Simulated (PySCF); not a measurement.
Isomers of C8H12ClN, one GFN2-xTB conformer each. Single-point energies are computed at PBE0/pcSseg-1 (PySCF, gas phase, no added dispersion term), electronic only.

Question: Rank them by PBE0/pcSseg-1 energy, lowest first (kcal/mol).
A. `[CH2:1]=[CH:2]/[C:3](=[CH:4]/[CH:5]=[CH:6]\[Cl:7])[N:8]([CH3:9])[CH3:10]` with C1–C2–C3–C4 150°, C3–C4–C5–C6 176°
B. `[N:1]#[C:2][C@@H:3]1[CH2:4][CH2:5][CH2:6][C@@H:7]([Cl:8])[CH2:9][CH2:10]1` with C2–C3–C4–C5 -157°, C3–C4–C5–C6 89°, C4–C5–C6–C7 -74°, C5–C6–C7–Cl8 -73°
C. `[CH3:1][N:2]([CH3:3])[C:4]1=[CH:5][CH2:6][CH2:7][CH:8]=[C:9]1[Cl:10]` with C4–C5–C6–C7 -34°, C5–C6–C7–C8 50°, C6–C7–C8–C9 -36°, N2–C4–C9–C8 -166°

Answer: B (0.0), C (25.5), A (45.9).

As drawn, the lowest has a C≡N group, which the highest lacks; the highest has a C=C bond outside aromatic rings, which the lowest lacks. GFN2-xTB itself gives, in the same order: 0.0, 4.5, 36.0. Both levels put the same isomer lowest; measured from each level's own lowest isomer, the values differ by up to 21.0 kcal/mol (CN(C)C1=CCCC=C1Cl: 4.5 against 25.5).

Q: Which frontier levels, dipoles and rotational constants go with these structures?

A: 
```tsv
SMILES	HOMO (eV, PBE0/pcSseg-1)	LUMO (eV)	dipole (D)	A, B, C (MHz)
N#C[C@@H]1CCC[C@@H](Cl)CC1	-8.55	0.64	2.89	2168, 724.3, 632.4
CN(C)C1=CCCC=C1Cl	-5.69	-0.71	1.91	1396, 1100, 689.6
C=C/C(=C/C=C\Cl)N(C)C	-5.44	-1.27	3.40	2057, 537.9, 446.2
```
